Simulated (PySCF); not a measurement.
PySCF input (TPSSh/def2-TZVPD):

```python
from pyscf import gto, scf, dft

mol = gto.M(
    atom='''
    Be    0.00000000    0.00000000    0.00000000
    F    -0.00000000   -0.00000000   -1.38116796
    F     0.00000000    0.00000000    1.38116796
    ''',
    basis='def2-tzvpd',
    charge=0,
    spin=0,
    verbose=4,
)

mf = dft.RKS(mol, xc='tpssh').density_fit(auxbasis='def2-universal-jkfit')
mf.grids.level = 3
mf.conv_tol = 1e-9
mf.max_cycle = 100
mf.max_memory = 1500
mf.kernel()
if not mf.converged:
    mf = mf.newton()
    mf.kernel(mf.make_rdm1())
mf.analyze()
```

End of the output:

```
Extra cycle  E= -214.676153869025  delta_E= -1.25e-12  |g|= 3.26e-06  |ddm|= 1.01e-05
converged SCF energy = -214.676153869025
**** SCF Summaries ****
Total Energy =                        -214.676153869024972
Nuclear Repulsion Energy =              43.102966440446536
One-electron Energy =                 -384.756829127780293
Two-electron Energy =                  126.977708818308798
Two-electron Coulomb Energy =          150.898979532857766
DFT Exchange-Correlation Energy =      -23.921270714548967
HOMO-LUMO gap [eV] =                     9.667276131172541
**** MO energy ****
MO #1   energy= -24.5873069289594  occ= 2
MO #2   energy= -24.5873059187203  occ= 2
MO #3   energy= -4.03079844821457  occ= 2
MO #4   energy= -1.14876740169413  occ= 2
MO #5   energy= -1.1405399343717   occ= 2
MO #6   energy= -0.456800978239462 occ= 2
MO #7   energy= -0.446710074614178 occ= 2
MO #8   energy= -0.414655589640937 occ= 2
MO #9   energy= -0.414655589640853 occ= 2
MO #10  energy= -0.391865472705458 occ= 2
MO #11  energy= -0.391865472705452 occ= 2
MO #12  energy= -0.0365996246495231 occ= 0
MO #13  energy= 0.0140709596613373 occ= 0
MO #14  energy= 0.0140709596613901 occ= 0
MO #15  energy= 0.0323149884285513 occ= 0
MO #16  energy= 0.0813060143452653 occ= 0
MO #17  energy= 0.0813060143452692 occ= 0
MO #18  energy= 0.091190679948986  occ= 0
MO #19  energy= 0.11545539506559   occ= 0
MO #20  energy= 0.130690049502451  occ= 0
MO #21  energy= 0.130690049502491  occ= 0
MO #22  energy= 0.146568791031816  occ= 0
MO #23  energy= 0.186201097370142  occ= 0
MO #24  energy= 0.186201097370173  occ= 0
MO #25  energy= 0.195992312937079  occ= 0
MO #26  energy= 0.288441527278114  occ= 0
MO #27  energy= 0.288441527278215  occ= 0
MO #28  energy= 0.330060476349811  occ= 0
MO #29  energy= 0.330060639997043  occ= 0
MO #30  energy= 0.338505887859758  occ= 0
MO #31  energy= 0.389072015353766  occ= 0
MO #32  energy= 0.429018309562527  occ= 0
MO #33  energy= 0.487337757102332  occ= 0
MO #34  energy= 0.487338368756972  occ= 0
MO #35  energy= 0.584615238411245  occ= 0
MO #36  energy= 0.584615238411262  occ= 0
MO #37  energy= 0.584972929359561  occ= 0
MO #38  energy= 0.590266019238857  occ= 0
MO #39  energy= 0.590266019238958  occ= 0
MO #40  energy= 0.648050325850159  occ= 0
MO #41  energy= 0.678953811432861  occ= 0
MO #42  energy= 0.678954505667225  occ= 0
MO #43  energy= 0.712363751771642  occ= 0
MO #44  energy= 0.713907957626552  occ= 0
MO #45  energy= 0.713907957626597  occ= 0
MO #46  energy= 0.970677694710146  occ= 0
MO #47  energy= 0.97067769471016   occ= 0
MO #48  energy= 0.978393044496138  occ= 0
MO #49  energy= 1.10425392221005   occ= 0
MO #50  energy= 1.18426634725269   occ= 0
MO #51  energy= 1.25841183314934   occ= 0
MO #52  energy= 1.2584118331494    occ= 0
MO #53  energy= 1.37621647567424   occ= 0
MO #54  energy= 1.40899566654618   occ= 0
MO #55  energy= 2.20497134900238   occ= 0
MO #56  energy= 2.20497879810962   occ= 0
MO #57  energy= 2.21270259968196   occ= 0
MO #58  energy= 2.21271008719282   occ= 0
MO #59  energy= 2.21320659680134   occ= 0
MO #60  energy= 2.21320659680136   occ= 0
MO #61  energy= 2.27900311998207   occ= 0
MO #62  energy= 2.27900311998213   occ= 0
MO #63  energy= 2.39711386166057   occ= 0
MO #64  energy= 2.75316728173964   occ= 0
MO #65  energy= 3.32522571275945   occ= 0
MO #66  energy= 3.32522571275949   occ= 0
MO #67  energy= 3.50158241208217   occ= 0
MO #68  energy= 3.50158241208219   occ= 0
MO #69  energy= 3.64945689561411   occ= 0
MO #70  energy= 3.7404370465635    occ= 0
MO #71  energy= 4.19214090026811   occ= 0
MO #72  energy= 4.23792035951455   occ= 0
MO #73  energy= 5.50921902124423   occ= 0
MO #74  energy= 5.50921902124437   occ= 0
MO #75  energy= 6.63592293295228   occ= 0
MO #76  energy= 6.88889646213801   occ= 0
MO #77  energy= 6.88894208094362   occ= 0
MO #78  energy= 6.89757586260956   occ= 0
MO #79  energy= 6.90990979851745   occ= 0
MO #80  energy= 6.90995877717548   occ= 0
MO #81  energy= 6.9125153948672    occ= 0
MO #82  energy= 6.91251539486724   occ= 0
MO #83  energy= 6.9125163604197    occ= 0
MO #84  energy= 6.91251636041971   occ= 0
MO #85  energy= 6.92598227867272   occ= 0
MO #86  energy= 6.92598227867273   occ= 0
MO #87  energy= 6.97849631812261   occ= 0
MO #88  energy= 6.97849631812272   occ= 0
MO #89  energy= 7.71491401329128   occ= 0
MO #90  energy= 8.18891409346214   occ= 0
MO #91  energy= 8.43333660476132   occ= 0
MO #92  energy= 8.43370003908708   occ= 0
MO #93  energy= 8.43699688614333   occ= 0
MO #94  energy= 8.43735560481586   occ= 0
MO #95  energy= 8.45241862933901   occ= 0
MO #96  energy= 8.45241862933904   occ= 0
MO #97  energy= 8.48443153938057   occ= 0
MO #98  energy= 8.48443153938061   occ= 0
MO #99  energy= 8.68122038077033   occ= 0
MO #100 energy= 9.31225981638023   occ= 0
MO #101 energy= 57.2038155574026   occ= 0
MO #102 energy= 57.2293463183375   occ= 0
 ** Mulliken pop on meta-lowdin orthogonal AOs  **
 ** Mulliken pop  **
pop of  0 Be 1s           1.99986
pop of  0 Be 2s           0.27362
pop of  0 Be 3s           0.00324
pop of  0 Be 4s           0.00006
pop of  0 Be 5s           0.00020
pop of  0 Be 2px          0.02914
pop of  0 Be 2py          0.02914
pop of  0 Be 2pz          0.02227
pop of  0 Be 3px          0.00854
pop of  0 Be 3py          0.00854
pop of  0 Be 3pz          0.01118
pop of  0 Be 4px          0.00002
pop of  0 Be 4py          0.00002
pop of  0 Be 4pz          0.00420
pop of  0 Be 5px          0.00197
pop of  0 Be 5py          0.00197
pop of  0 Be 5pz          0.00432
pop of  0 Be 3dxy         0.00000
pop of  0 Be 3dyz         0.00432
pop of  0 Be 3dz^2        0.00043
pop of  0 Be 3dxz         0.00432
pop of  0 Be 3dx2-y2      0.00000
pop of  1 F 1s            1.99998
pop of  1 F 2s            1.92493
pop of  1 F 3s            0.00173
pop of  1 F 4s            0.00019
pop of  1 F 5s            0.00043
pop of  1 F 6s            0.00026
pop of  1 F 2px           1.96300
pop of  1 F 2py           1.96300
pop of  1 F 2pz           1.89866
pop of  1 F 3px           0.00568
pop of  1 F 3py           0.00568
pop of  1 F 3pz           0.00065
pop of  1 F 4px           0.00023
pop of  1 F 4py           0.00023
pop of  1 F 4pz           0.00372
pop of  1 F 5px           0.00063
pop of  1 F 5py           0.00063
pop of  1 F 5pz           0.00040
pop of  1 F 3dxy          0.00000
pop of  1 F 3dyz          0.00346
pop of  1 F 3dz^2         0.00654
pop of  1 F 3dxz          0.00346
pop of  1 F 3dx2-y2       0.00000
pop of  1 F 4dxy          0.00000
pop of  1 F 4dyz          0.00276
pop of  1 F 4dz^2         0.00141
pop of  1 F 4dxz          0.00276
pop of  1 F 4dx2-y2       0.00000
pop of  1 F 5dxy          0.00000
pop of  1 F 5dyz          0.00218
pop of  1 F 5dz^2         0.00111
pop of  1 F 5dxz          0.00218
pop of  1 F 5dx2-y2       0.00000
pop of  1 F 4f-3          0.00000
pop of  1 F 4f-2          0.00000
pop of  1 F 4f-1          0.00007
pop of  1 F 4f+0          0.00029
pop of  1 F 4f+1          0.00007
pop of  1 F 4f+2          0.00000
pop of  1 F 4f+3          0.00000
pop of  2 F 1s            1.99998
pop of  2 F 2s            1.92493
pop of  2 F 3s            0.00173
pop of  2 F 4s            0.00019
pop of  2 F 5s            0.00043
pop of  2 F 6s            0.00026
pop of  2 F 2px           1.96300
pop of  2 F 2py           1.96300
pop of  2 F 2pz           1.89866
pop of  2 F 3px           0.00568
pop of  2 F 3py           0.00568
pop of  2 F 3pz           0.00065
pop of  2 F 4px           0.00023
pop of  2 F 4py           0.00023
pop of  2 F 4pz           0.00372
pop of  2 F 5px           0.00063
pop of  2 F 5py           0.00063
pop of  2 F 5pz           0.00040
pop of  2 F 3dxy          0.00000
pop of  2 F 3dyz          0.00346
pop of  2 F 3dz^2         0.00654
pop of  2 F 3dxz          0.00346
pop of  2 F 3dx2-y2       0.00000
pop of  2 F 4dxy          0.00000
pop of  2 F 4dyz          0.00276
pop of  2 F 4dz^2         0.00141
pop of  2 F 4dxz          0.00276
pop of  2 F 4dx2-y2       0.00000
pop of  2 F 5dxy          0.00000
pop of  2 F 5dyz          0.00218
pop of  2 F 5dz^2         0.00111
pop of  2 F 5dxz          0.00218
pop of  2 F 5dx2-y2       0.00000
pop of  2 F 4f-3          0.00000
pop of  2 F 4f-2          0.00000
pop of  2 F 4f-1          0.00007
pop of  2 F 4f+0          0.00029
pop of  2 F 4f+1          0.00007
pop of  2 F 4f+2          0.00000
pop of  2 F 4f+3          0.00000
 ** Mulliken atomic charges  **
charge of    0Be =      1.59262
charge of    1F =     -0.79631
charge of    2F =     -0.79631
Dipole moment(X, Y, Z, Debye): -0.00000,  0.00000,  0.00000
```
